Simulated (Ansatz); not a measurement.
Ansatz (a first-principles code) input (B3LYP-D3(BJ)/def2-TZVP):

Ansatz 0.2 input:
```yaml
crystal:
  periodic: [false, false, false]
  atoms:
    - {symbol: Si, position_ang: [0.01822504, -0.58823739, 0.57452777]}
    - {symbol: Br, position_ang: [-1.88205117, 0.84788383, 0.18692331]}
    - {symbol: Br, position_ang: [1.90210533, 0.84731560, 0.11203164]}
    - {symbol: H, position_ang: [-0.00932917, -1.08102518, -0.82727442]}
basis:
  gaussian:
    orbitals: def2-TZVP
hamiltonian:
  xc: b3lyp
  dispersion: d3bj
total_charge: -1
relax: {f_tol: 0.002, max_steps: 150}
```

End of the output:

```
mean field evaluation 32: about -147992.6155 eV, gradient 4.4e-1 eV
mean field -147992.61567154 eV, -5438.6283129312 hartree, gradient 2.6e-5 eV, S^2 0.000000; 0 other end points of the search recorded, 0 dependent functions left out
the calculation of the forces begins
reference -147992.61588593 eV, -5438.6283208101 hartree; 43, 43 occupied and 96, 96 virtual orbitals, 1131 factors
relax step   4: F+E_penalty+E_count = -147992.86913524 eV  Δ(F+E_penalty+E_count) = -2.685e-5 eV  max|allowed force component| = 1.541e-2 eV/Å  Δτ_max = 0.0034 Å  (31 SCF iters, accepted)
these checks for a lower state are left out or cut short: starts, cluster_reference, orbital_swaps, neighbouring_geometries, increment
integrals: 0.07 GiB planned
1131 factors; their error is unknown
0.18 GiB of the device are held for the grids
0.69 GiB of device memory are held for the factors and their scratch space
mean field: 0.59 GiB planned
mean field -147992.61574884 eV, -5438.6283157719 hartree, gradient 2.6e-5 eV, S^2 0.000000; 0 other end points of the search recorded, 0 dependent functions left out
the calculation of the forces begins
reference -147992.61596324 eV, -5438.6283236511 hartree; 43, 43 occupied and 96, 96 virtual orbitals, 1131 factors
relax step   5: F+E_penalty+E_count = -147992.86915467 eV  Δ(F+E_penalty+E_count) = -1.943e-5 eV  max|allowed force component| = 1.135e-3 eV/Å  Δτ_max = 0.0019 Å  (31 SCF iters, accepted)
integrals: 0.07 GiB planned
1131 factors; their error is unknown
0.18 GiB of the device are held for the grids
0.69 GiB of device memory are held for the factors and their scratch space
mean field: 0.59 GiB planned
mean field evaluation 64: about -147992.6157 eV, gradient 5.7e-5 eV
mean field -147992.61574884 eV, -5438.6283157719 hartree, gradient 2.6e-5 eV, S^2 0.000000; 1 other end points of the search recorded, 0 dependent functions left out
the calculation of the forces begins
reference -147992.61596324 eV, -5438.6283236511 hartree; 43, 43 occupied and 96, 96 virtual orbitals, 1131 factors
Total energy: -147992.86936908 eV, -5438.6376361439 hartree
Atom 0 at     0.018576    -0.611447     0.589234 Å, force     0.000019     0.001135    -0.000246 eV/Å
Atom 1 at    -1.871741     0.878636     0.191915 Å, force     0.000685    -0.000376     0.000230 eV/Å
Atom 2 at     1.892091     0.878168     0.117516 Å, force    -0.000686    -0.000381     0.000270 eV/Å
Atom 3 at    -0.009976    -1.119421    -0.852456 Å, force    -0.000019    -0.000378    -0.000254 eV/Å
Dipole moment:    -0.001089     0.135136    -0.055727 e Å
```

It need not be the lowest isomer of its formula. Whether it binds its extra electron was not tested at this geometry.
